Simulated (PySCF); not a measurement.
**Functional benchmark on one molecule**

Molecule: SMILES COB(OC)OC, C$_{3}$H$_{9}$BO$_{3}$.

Geometry:
```csv
atom,x (Å),y (Å),z (Å)
C1,-0.440,2.430,-0.138
O2,0.375,1.317,0.116
B3,-0.147,0.062,0.155
O4,0.664,-1.006,0.391
C5,2.041,-0.823,0.587
O6,-1.480,-0.130,-0.046
C7,-2.022,-1.424,-0.028
H8,-1.086,2.272,-1.016
H9,-1.091,2.657,0.723
H10,0.209,3.298,-0.324
H11,2.246,-0.180,1.459
H12,2.499,-1.808,0.759
H13,2.519,-0.359,-0.291
H14,-3.100,-1.348,-0.228
H15,-1.563,-2.068,-0.797
H16,-1.876,-1.912,0.949
```

Geometry PBE0-D3(BJ)/def2-SVP throughout; GIAO in PySCF 2.14, gas phase, one conformer, non-relativistic; equivalent atoms averaged; basis pcSseg-1.

Reference values (measured; solution, CDCl3; H. S. Rzepa et al., J. Org. Chem. 2018, An accessible method for DFT calculation of 11B NMR shifts): δ(B3) = 19.0 ppm vs BF3.OEt2. Computed shifts are taken against BF3·OEt2, calculated as an isolated molecule at each level.

How do the functionals HF, BLYP, KT2, KT3, B97-D, PBE0, mPW1PW91, WP04, B97-2, wB97X-D perform against the reference? Times are CPU seconds on shared hosts with different chips, so compare them loosely; the GGAs took longer than the global hybrids here, which isn't the general rule, and the cause wasn't traced.

Answers


```tsv
functional	kind	B3	abs. error B	core-s
HF	Hartree–Fock	20.4	1.4	7.4
BLYP	GGA	15.9	3.1	24
KT2	GGA	14.8	4.2	24
KT3	GGA	14.7	4.3	20
B97-D	GGA	15.4	3.6	20
PBE0	global hybrid	17.4	1.6	18
mPW1PW91	global hybrid	17.4	1.6	16
WP04	global hybrid	17.6	1.4	16
B97-2	global hybrid	17.0	2.0	16
wB97X-D	range-separated hybrid	17.8	1.2	22
```

For ¹¹B the closest is wB97X-D (1.2 ppm, with HF, WP04 practically level) and the furthest KT3 (4.3 ppm). One molecule is a small sample, and vibrational and solvent effects are absent from the calculation.
